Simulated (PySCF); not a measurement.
C2H4BF3Si, SMILES B/C=C\[Si](F)(F)F (GFN2-xTB optimised geometry):

```
11

B      0.654    -1.586     2.278
C      1.093    -0.883     0.977
C      0.348    -0.356     0.000
Si    -1.505    -0.356     0.000
F     -2.173    -1.071    -1.253
F     -2.175     1.086     0.000
F     -2.157    -1.086     1.253
H      0.540    -2.747     2.299
H      0.525    -0.964     3.258
H      2.175    -0.823     0.864
H      0.839     0.103    -0.851
```

Computed with PySCF with B3LYP/def2-TZVP.

Problem. What are the frontier orbital energies and the dipole moment?

Solution. HOMO-2 -10.81 eV, HOMO-1 -9.38 eV, HOMO -8.24 eV, LUMO -2.33 eV, LUMO+1 -1.51 eV; dipole moment 3.45 D.

Meta-Löwdin charges at B3LYP/def2-TZVP: B1 0.05, C2 -0.14, C3 -0.42, Si4 1.64, F5 -0.49, F6 -0.49, F7 -0.49, H8 0.03, H9 0.03, H10 0.14, H11 0.14.
